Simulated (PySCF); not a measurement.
C2H6ClNSn, SMILES C[N](C)[Sn][Cl] (connectivity only; charge and spin as stated), neutral, multiplicity 1.

Geometry optimised at PBE0-D3(BJ)/def2-SVP. The structure was generated by enumeration; whether it is a known compound was not checked. The def2 effective core potentials stand for the cores of Sn; spin–orbit coupling is left out. One conformer was computed; it need not be the lowest.

Two levels are set side by side: TDA-PBE/def2-SVPD (PySCF) and TDA-LC-ωPBE/def2-SVPD (PySCF). Vertical, same geometry. The lowest singlet is HOMO→LUMO 89 % with PBE and HOMO−1→LUMO 97 % with the other functional; states are paired by order. Differences are taken from unrounded values.

| quantity | TDA-LC-ωPBE |
|---|---|
| lowest singlet excitation (eV) | 4.52 |
| lowest triplet excitation (TDA) (eV) | 3.06 |
| first bright state (f over 0.05) (eV) | 4.52 |
| its oscillator strength | 0.08 |

Task: What does TDA-PBE give, and how far is it from TDA-LC-ωPBE? (An estimate is asked for; the answer gives what the named calculation found.)

Result: 
```csv
quantity,TDA-PBE,TDA-PBE minus TDA-LC-ωPBE
lowest singlet excitation (eV),3.90,-0.62
lowest triplet excitation (TDA) (eV),2.30,-0.76
first bright state (f over 0.05) (eV),3.90,-0.62
its oscillator strength,0.18,0.10
```

A lower first singlet is the usual sign of a functional without exact exchange. Differences between two approximate levels are no errors against the true value.

Rough cost on one machine, each run with all the roots and properties that it gave: TDA-LC-ωPBE against TDA-PBE about 3 times.
